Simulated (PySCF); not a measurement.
B3LYP has the VWN-RPA correlation part, as in Gaussian. 

```xyz
22

B      0.0838    -0.2452    -0.0880
C      1.1879     0.1013    -1.1933
H      1.5966    -0.8542    -1.5721
H      2.0514     0.6701    -0.8065
H      0.7901     0.6328    -2.0755
C      0.6022    -0.7938     1.3239
H     -0.1520    -0.7104     2.1253
H      1.5450    -0.3465     1.6827
H      0.8070    -1.8735     1.2029
C     -1.2928    -0.8822    -0.6007
H     -1.1199    -1.9641    -0.7481
H     -1.6535    -0.4988    -1.5705
H     -2.1112    -0.7990     0.1354
C     -1.2600     2.2651    -0.5435
O     -0.5098     1.5419     0.4206
C      0.4364     2.3537     1.0994
H     -0.6080     2.6438    -1.3501
H     -2.0035     1.5822    -0.9664
H     -1.7712     3.1137    -0.0582
H      0.9275     1.7304     1.8536
H     -0.0797     3.1944     1.5933
H      1.1936     2.7492     0.3997
```

Charge 0, multiplicity 1.

Give the Mulliken and meta-Löwdin atomic charges from PySCF 2.14.0 with B3LYP-D3(BJ)/def2-TZVP // B3LYP-D3(BJ)/def2-SVP.


```json
[
 {"atom": "B1", "Mulliken (e)": "0.18", "meta-Löwdin (e)": "0.21"},
 {"atom": "C2", "Mulliken (e)": "-0.40", "meta-Löwdin (e)": "-0.44"},
 {"atom": "H3", "Mulliken (e)": "0.11", "meta-Löwdin (e)": "0.11"},
 {"atom": "H4", "Mulliken (e)": "0.09", "meta-Löwdin (e)": "0.09"},
 {"atom": "H5", "Mulliken (e)": "0.09", "meta-Löwdin (e)": "0.09"},
 {"atom": "C6", "Mulliken (e)": "-0.42", "meta-Löwdin (e)": "-0.44"},
 {"atom": "H7", "Mulliken (e)": "0.10", "meta-Löwdin (e)": "0.10"},
 {"atom": "H8", "Mulliken (e)": "0.09", "meta-Löwdin (e)": "0.09"},
 {"atom": "H9", "Mulliken (e)": "0.10", "meta-Löwdin (e)": "0.11"},
 {"atom": "C10", "Mulliken (e)": "-0.42", "meta-Löwdin (e)": "-0.44"},
 {"atom": "H11", "Mulliken (e)": "0.11", "meta-Löwdin (e)": "0.11"},
 {"atom": "H12", "Mulliken (e)": "0.09", "meta-Löwdin (e)": "0.09"},
 {"atom": "H13", "Mulliken (e)": "0.10", "meta-Löwdin (e)": "0.10"},
 {"atom": "C14", "Mulliken (e)": "-0.19", "meta-Löwdin (e)": "-0.11"},
 {"atom": "O15", "Mulliken (e)": "-0.18", "meta-Löwdin (e)": "-0.26"},
 {"atom": "C16", "Mulliken (e)": "-0.19", "meta-Löwdin (e)": "-0.11"},
 {"atom": "H17", "Mulliken (e)": "0.12", "meta-Löwdin (e)": "0.10"},
 {"atom": "H18", "Mulliken (e)": "0.14", "meta-Löwdin (e)": "0.14"},
 {"atom": "H19", "Mulliken (e)": "0.12", "meta-Löwdin (e)": "0.11"},
 {"atom": "H20", "Mulliken (e)": "0.14", "meta-Löwdin (e)": "0.14"},
 {"atom": "H21", "Mulliken (e)": "0.12", "meta-Löwdin (e)": "0.11"},
 {"atom": "H22", "Mulliken (e)": "0.12", "meta-Löwdin (e)": "0.10"}
]
```
